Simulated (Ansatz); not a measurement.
A structure relaxed at r2SCAN-D4/def2-SVPD in Ansatz, charge -1, doublet:

```xyz
6

Mo    1.2981    0.0270    0.0469
Mo   -1.2979   -0.0273   -0.0476
O    -1.7455   -0.0574   -1.7098
O     1.7477    0.0615    1.7084
O    -1.8717    1.2659    0.9333
O     1.8693   -1.2697   -0.9312
```

(1) Give its formula and point group.

(2) Summarise the bond lengths by kind (pairs closer than 1.2 times the sum of covalent radii, bridged metal pairs left out).

## Answers

(1) the cluster Mo2O4⁻. Point group C2h (tolerance 0.1 Å).

(2) 4 × Mo–O 1.72 Å; 1 × Mo–Mo 2.60 Å.

In the def2 sets Mo takes a core potential; there is no spin–orbit coupling. The charge -1 doublet is spin-contaminated (final ⟨S²⟩ up to 1.07, 0.75 for a pure state). The relaxation made no stability test and no search for a lower SCF solution. No other spin state of charge -1 was run. Another isomer (quartet) lies 1.03 eV lower at PBE0-D4/def2-TZVPD; other spin states weren't run for this one.
